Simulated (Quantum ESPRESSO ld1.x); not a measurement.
Input file for ld1.x (Quantum ESPRESSO 7.5):

```
 &input
    zed=37.0,
    iswitch=1,
    rel=1,
    lsd=1,
    dft='PW',
    config='[He] 2s2 2p2',
    verbosity='high',
    prefix='ld1',
    max_out_wfc=37,
    file_charge='ld1.rho',
 /
```

Command: `OMP_NUM_THREADS=1 ld1.x < ld1.in > ld1.out`

It prints:

```
     Program LD1 v.7.5 starts

     --------------------------- All-electron run ----------------------------

     scalar relativistic calculation

     atomic number is 37.00
     dft =PW   lsd =1 sic =0 latt =0  beta=0.20 tr2=1.0E-14
     Exchange-correlation= PW
                           (   1   4   0   0   0   0   0)
     mesh =2029 r(mesh) = 100.79433 a.u. xmin = -8.00 dx = 0.00800
     1 Ry =  13.60569312 eV, c = 137.03599908

     n l     nl                  e(Ry)          e(Ha)          e(eV)
     1 0     1S 1( 1.00)   -1266.154870334    -633.077435167 -17226.9146119
     2 0     2S 1( 1.00)    -284.635663355    -142.317831677  -3872.6654875
     2 1     2P 1( 2.00)    -273.010149490    -136.505074745  -3714.4923134
     1 0     1S 2( 1.00)   -1264.697153678    -632.348576839 -17207.0813665
     2 0     2S 2( 1.00)    -282.362879060    -141.181439530  -3841.7426818
     2 1     2P 2( 0.00)    -270.244709511    -135.122354755  -3676.8665857

     final scf error:  3.1E-16 reached in  12 iterations

     Etot =   -3934.332668 Ry,   -1967.166334 Ha,  -53529.322928 eV
     Total magnetization:    2.00 Bohr mag.

     Ekin =    4061.846419 Ry,    2030.923210 Ha,   55264.235894 eV
     Encl =   -8236.956361 Ry,   -4118.478181 Ha, -112069.500518 eV
     Eh   =     314.776428 Ry,     157.388214 Ha,    4282.751479 eV
     Exc  =     -73.999154 Ry,     -36.999577 Ha,   -1006.809783 eV

     normalization and overlap integrals

     s(1S/1S) =  1.000000  <r> =   0.0402  <r2> =    0.0022  r(max) =   0.0264
     s(1S/2S) = -0.007281
     s(2S/2S) =  1.000000  <r> =   0.1678  <r2> =    0.0330  r(max) =   0.1439
     s(2P/2P) =  1.000000  <r> =   0.1440  <r2> =    0.0251  r(max) =   0.1141
     s(1S/1S) =  1.000000  <r> =   0.0402  <r2> =    0.0022  r(max) =   0.0262
     s(1S/2S) = -0.007252
     s(2S/2S) =  1.000000  <r> =   0.1684  <r2> =    0.0332  r(max) =   0.1450
     s(2P/2P) =  1.000000  <r> =   0.1447  <r2> =    0.0253  r(max) =   0.1141

     ------------------------ End of All-electron run ------------------------
```

Run on one thread of a shared host, so times are rough (Intel(R) Xeon(R) Processor @ 2.60GHz): 0.59 s of CPU time, 0.62 s wall, 12 iterations on 2029 mesh points.
